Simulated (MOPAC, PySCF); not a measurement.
[Cd(Cl)(NH2)], neutral singlet in the gas phase. 

Cartesian coordinates (Å):
```xyz
5

Cd     0.1068    -0.0280     0.2570
Cl    -1.8184    -0.5322     1.3835
N      1.6872     0.4536    -0.8892
H      2.3452    -0.3286    -0.9374
H      2.2158     1.2204    -0.4651
```
Charge 0, spin multiplicity 1.

All levels are single points at this geometry (r2SCAN-D4/def2-SVP); Pople sets use spherical d functions. Orbital energies aren't observables, and empty levels follow the basis.

```
level                                  HOMO (eV)  LUMO (eV)  gap (eV)  dipole (D)  vertical IE, Delta-SCF (eV)
-------------------------------------  ---------  ---------  --------  ----------  ---------------------------
PBE-D3(BJ)/def2-TZVP in PySCF              -6.14      -2.26      3.88        2.70                            –
TPSSh-D3(BJ)/def2-TZVP in PySCF            -6.69      -1.75      4.94        2.74                            –
B3LYP/6-31G* (LANL2DZ on Cd) in PySCF      -6.81      -1.64      5.18        3.16                         9.37
B3LYP/LANL2DZ in PySCF                     -6.79      -1.76      5.03        3.31                            –
PBE/6-31G* (LANL2DZ on Cd) in PySCF        -5.71      -2.16      3.55        3.21                            –
HF/6-31G* (LANL2DZ on Cd) in PySCF        -10.49       1.54     12.04        3.13                         8.08
PM3 in MOPAC                               -9.07      -0.25      8.82        3.61                            –
PM6 in MOPAC                               -8.85      -0.91      7.94        2.89                            –
PM7 in MOPAC                              -10.66      -1.29      9.37        4.25                            –
```
